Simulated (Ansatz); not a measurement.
Geometry optimisation, DFT PBE, scalar-relativistic, plane waves, PAW in Ansatz.

Input:

```yaml
crystal:
  lattice:
    - [6.98, 0.0, 0.0]
    - [0.0, 6.98, 0.0]
    - [0.0, 0.0, 6.98]
  atoms:
    - { symbol: Li, position: [0.0, 0.0, 0.0] }
    - { symbol: Li, position: [0.5, 0.0, 0.0] }
    - { symbol: Li, position: [0.0, 0.5, 0.0] }
    - { symbol: Li, position: [0.0, 0.0, 0.5] }
    - { symbol: Li, position: [0.25, 0.25, 0.25] }
    - { symbol: Li, position: [0.5, 0.5, 0.0] }
    - { symbol: Li, position: [0.5, 0.0, 0.5] }
    - { symbol: Li, position: [0.75, 0.25, 0.25] }
    - { symbol: Li, position: [0.0, 0.5, 0.5] }
    - { symbol: Li, position: [0.25, 0.75, 0.25] }
    - { symbol: Li, position: [0.25, 0.25, 0.75] }
    - { symbol: Li, position: [0.5, 0.5, 0.5] }
    - { symbol: Li, position: [0.75, 0.75, 0.25] }
    - { symbol: Li, position: [0.75, 0.25, 0.75] }
    - { symbol: Li, position: [0.25, 0.75, 0.75] }
    - { symbol: Li, position: [0.75, 0.75, 0.75] }
    - { symbol: F, position: [0.0063123, 0.7539559, 0.3769647] }
basis:
  ecutwfc: 420.0
kpoints:
  mp_grid: { grid: [3, 3, 3] }
hamiltonian:
  xc: pbe
scf:
  occupations: { method: gaussian, width: 0.15 }
  lower_state_search: "off"
relax:
  f_tol: 0.03
  max_steps: 60
  adjacent_minimum: "off"
```

Launched with:

```bash
$ ansatz run input.yaml --threads 2 --pin off --max-ram 5120MiB --backend cpu --events-out ev --progress --plain --runs-dir out
```

Where does it end, and by what steps?

The forces met the threshold. The force dipped under the threshold on the way, but the program's further checks kept it going. Limits of this set-up: coarse k mesh, odd electron count without spin. After 4 steps the energy has fallen by 0.119 eV; Li15 moved furthest, 0.21 Å.

```csv
step,energy less start (eV),largest force component (eV/Å),accepted
0,0.0000,0.299,yes
1,-0.0748,0.253,yes
2,-0.1044,0.061,yes
3,-0.1174,0.015,yes
4,-0.1186,0.007,yes
```

```xyz
17
Lattice="6.9800 0.0000 0.0000 0.0000 6.9800 0.0000 0.0000 0.0000 6.9800" Properties=species:S:1:pos:R:3
Li 0.003 0.124 -0.168
Li 3.493 0.053 0.101
Li 0.003 3.370 -0.167
Li 0.003 -0.134 3.516
Li 1.718 1.746 1.774
Li 3.493 3.440 0.100
Li 3.491 -0.029 3.462
Li 5.268 1.746 1.774
Li 0.003 3.628 3.515
Li 1.610 5.237 1.721
Li 1.801 1.747 5.137
Li 3.491 3.523 3.461
Li 5.376 5.237 1.721
Li 5.183 1.747 5.137
Li 1.870 5.237 5.405
Li 5.118 5.237 5.404
F 0.001 5.236 2.620
```

Whether the end is a true minimum wasn't checked by a vibrational analysis.

The run took 32 s on 2 threads of Arm Neoverse V1, with other jobs on the host, peak memory 0.58 GiB.
